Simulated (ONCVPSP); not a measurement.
**An all-electron radial function and its pseudo partner (Mo (Z = 42))**

Columns: radius, all-electron u(r) and pseudo u(r) of the 4s shell (level -64.35 eV) of molybdenum in the configuration [Ar] 3d10 4s2 4p6 4d5 5s1; PBE, scalar-relativistic, ONCV scheme, ONCVPSP 4.0.1.

```json
{"r (bohr)": "0.090", "all-electron": "0.3638", "pseudo": "0.0762"}
{"r (bohr)": "0.180", "all-electron": "-0.0034", "pseudo": "0.1601"}
{"r (bohr)": "0.270", "all-electron": "-0.5146", "pseudo": "0.2571"}
{"r (bohr)": "0.360", "all-electron": "-0.5627", "pseudo": "0.3693"}
{"r (bohr)": "0.450", "all-electron": "-0.2775", "pseudo": "0.4942"}
{"r (bohr)": "0.540", "all-electron": "0.1216", "pseudo": "0.6252"}
{"r (bohr)": "0.630", "all-electron": "0.4960", "pseudo": "0.7529"}
{"r (bohr)": "0.720", "all-electron": "0.7848", "pseudo": "0.8666"}
{"r (bohr)": "0.810", "all-electron": "0.9749", "pseudo": "0.9565"}
{"r (bohr)": "0.900", "all-electron": "1.0759", "pseudo": "1.0154"}
{"r (bohr)": "0.990", "all-electron": "1.1049", "pseudo": "1.0397"}
{"r (bohr)": "1.080", "all-electron": "1.0812", "pseudo": "1.0297"}
{"r (bohr)": "1.170", "all-electron": "1.0224", "pseudo": "0.9895"}
{"r (bohr)": "1.260", "all-electron": "0.9426", "pseudo": "0.9254"}
{"r (bohr)": "1.350", "all-electron": "0.8524", "pseudo": "0.8454"}
{"r (bohr)": "1.440", "all-electron": "0.7594", "pseudo": "0.7574"}
{"r (bohr)": "1.530", "all-electron": "0.6685", "pseudo": "0.6682"}
{"r (bohr)": "1.620", "all-electron": "0.5830", "pseudo": "0.5829"}
{"r (bohr)": "1.710", "all-electron": "0.5044", "pseudo": "0.5043"}
{"r (bohr)": "1.800", "all-electron": "0.4337", "pseudo": "0.4337"}
{"r (bohr)": "1.890", "all-electron": "0.3710", "pseudo": "0.3709"}
{"r (bohr)": "1.980", "all-electron": "0.3160", "pseudo": "0.3159"}
{"r (bohr)": "2.070", "all-electron": "0.2681", "pseudo": "0.2681"}
{"r (bohr)": "2.160", "all-electron": "0.2268", "pseudo": "0.2268"}
{"r (bohr)": "2.250", "all-electron": "0.1913", "pseudo": "0.1913"}
{"r (bohr)": "2.340", "all-electron": "0.1611", "pseudo": "0.1610"}
```

**Question.** How many radial nodes do the two functions have?

**Answer.** The all-electron 4s function has n − l − 1 = 3 (the table is too coarse to show those close to the nucleus); the pseudo-wave has 0, since the states of the same l below it are removed with the core.

**Question.** At about which radius was the pseudo-wave matched?

**Answer.** 1.65 bohr. The columns agree to 0.0005 from 1.53 bohr on; several derivatives are matched, so the curves merge somewhat inside the radius.

**Question.** Where does each function peak?

**Answer.** Outermost all-electron maximum near 0.99 bohr, pseudo maximum near 0.99 bohr (to the table’s step).

**Question.** Is the pseudo-wave norm-conserving?

**Answer.** Yes: the ONCV scheme keeps the norm inside the radius equal to the all-electron one, which fixes the energy derivative of the logarithmic derivative at the level.
